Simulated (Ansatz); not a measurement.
Gas-phase electronic energies from Ansatz, PBE0-D4/def2-TZVP geometries. CCSD(T)/CBS adds triple-zeta CCSD(T) − MP2 to the extrapolated MP2 energy (def2 sets, frozen cores). Functionals use def2-TZVPP. def2 core potentials past Kr. For Ge, Sn outer-core shells are correlated without core-valence functions, which leaves a few kJ/mol of doubt a bond. Scalar relativity is left out up to krypton.

`[CH3][Sn]([F])([F])[F]` + `[CH3][Ge][Cl]` → `[CH3][Sn]([CH3])([F])[F]` + `[F][Ge][Cl]`  (redistribution)

`[CH3][Sn]([F])([F])[F]`:

Cartesian coordinates in Å:
```
C -0.320 1.020 -0.574
Sn 0.234 -0.747 0.421
F 1.835 -0.603 1.429
F -1.052 -1.376 1.668
F 0.535 -2.226 -0.730
H -0.479 1.800 0.169
H 0.484 1.301 -1.253
H -1.237 0.831 -1.129
```

`[CH3][Ge][Cl]`:

Cartesian coordinates in Å:
```
C -0.280 -0.178 0.540
Ge -0.445 -0.214 -1.437
Cl 1.423 0.871 -1.847
H -1.120 -0.683 1.022
H -0.235 0.861 0.882
H 0.656 -0.658 0.839
```

`[CH3][Sn]([CH3])([F])[F]`:

Z-matrix (Å, degrees):
```
C
Sn 1 2.114
H 1 1.089 2 107.8
H 1 1.089 2 110.0 3 119.5
H 1 1.090 2 110.0 3 -119.5
C 2 2.114 1 127.1 3 -179.9
F 2 1.922 1 106.1 3 -54.3
F 2 1.922 1 106.1 3 54.6
H 6 1.089 2 110.0 1 60.6
H 6 1.089 2 107.8 1 -179.9
H 6 1.089 2 110.0 1 -60.4
```

`[F][Ge][Cl]`:

Cartesian coordinates in Å:
```
F -0.850 0.183 1.173
Ge 0.301 -0.765 0.261
Cl 0.549 0.582 -1.434
```

(1) Is it downhill or uphill in electronic energy at CCSD(T)/CBS, and by how much? (An estimate is asked.)

(2) What do these levels give: revPBE-D4, ωB97M-V, PBE-QIDH, BLYP, PBE0, r2SCANh? (An estimate is asked.)

Largest T1 diagnostic among the species: 0.014.

Answers

(1) Ansatz gave: Downhill: ΔE = -72.5 kJ/mol.

(2) Ansatz gave: revPBE-D4 -74.7, ωB97M-V -78.1, PBE-QIDH -73.9, BLYP -80.9, PBE0 -75.1, r2SCANh -74.9 kJ/mol.

Leaving LDA and LC-ωPBE aside and taking each functional with its dispersion term where it has one, the values, not all of them listed here, spread over 8.9 kJ/mol, from BLYP-D4 to B97M-V. LDA lies −4.6 kJ/mol from PBE without D4. From BLYP to BHLYP (50 % exact exchange), in def2-TZVPP and without D4, ΔE moves by +5.2 kJ/mol.
